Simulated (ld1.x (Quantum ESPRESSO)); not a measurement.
What one change does to a pseudopotential (Se, TM)

- Element: Se (Z = 34)
- Generator: ld1.x (Quantum ESPRESSO) 7.5
- Type: norm-conserving Troullier–Martins (Kleinman–Bylander form)
- Functional: PBE
- Relativity: scalar-relativistic
- Frozen core: [Ar] 3d10
- Valence charge: 6
- Reference configuration: 4s1.5 4p4.5
- Partial waves: 4p (bound): rc 1.85 bohr; 4d channel at 0.4 Ry: rc 1.95 bohr; 4s (bound): rc 1.30 bohr
- Local potential: the s channel
- Core correction: none

All-electron outer shells of the reference configuration (PBE, scalar-relativistic, ld1.x):

| shell | level (eV) | outermost node (bohr) | outermost maximum (bohr) |
| --- | --- | --- | --- |
| 3p | -153.80 | 0.21 | 0.50 |
| 3d | -53.93 | – | 0.45 |
| 4s | -17.71 | 0.70 | 1.51 |
| 4p | -6.82 | 0.74 | 1.80 |

Change: wave 4p (bound): rc 1.85 bohr becomes 4p (bound): rc 2.34 bohr.

Cutoffs: the cutoffs (Ry, on a coarse ladder) from which the occupation-weighted sum of valence levels, in a spherical-Bessel basis at the reference potential, stays within 10 and 1 mRy of its value at 400 Ry; they do not see the model core or the augmentation charge, which bear on the density cutoff. Errors are all-electron minus pseudo energies relative to the spin-unpolarised reference configuration.

Problem. What does the change do?

Solution. The potential gets neither clearly harder nor softer (40 Ry and 90 Ry → 40 Ry and 90 Ry); a bound ghost appears in p, which as a rule spoils a file; of the 7 tests that both files solve, the error grows in 6 and shrinks in 0 by more than 15 % and 0.3 meV (median size 3.7 → 4.7 meV). More of the atom is replaced by a form fitted at one configuration, so other configurations suffer.

```tsv
quantity	base	changed
cutoff, loose	40 Ry	40 Ry
cutoff, tight	90 Ry	90 Ry
loose cutoff by channel (10 mRy a level)	p 15 Ry, s 35 Ry	p 18 Ry, s 35 Ry
bound ghosts	none	p
error for 4s2 4p4, meV [ΔE -5.41 eV]	+1.4	+2.3
error for 4s2 4p3, meV [ΔE 5.43 eV]	-4.2	-4.7
error for 4s2 4p2, meV [ΔE 25.78 eV]	-25	-36
error for 4s1 4p5, meV [ΔE 5.47 eV]	+0.5	+1.3
error for 4s2 4p0, meV [ΔE 98.83 eV]	-59	-159
error for 4s0 4p6, meV [ΔE 16.55 eV]	+3.7	+12
error for 4s2 4p3.5, meV [ΔE -1.10 eV]	0.0	+0.7
```

 A true bound ghost makes a file unfit for plane-wave use even where its test errors are small: the radial tests pick states by their node count and pass the ghost by.
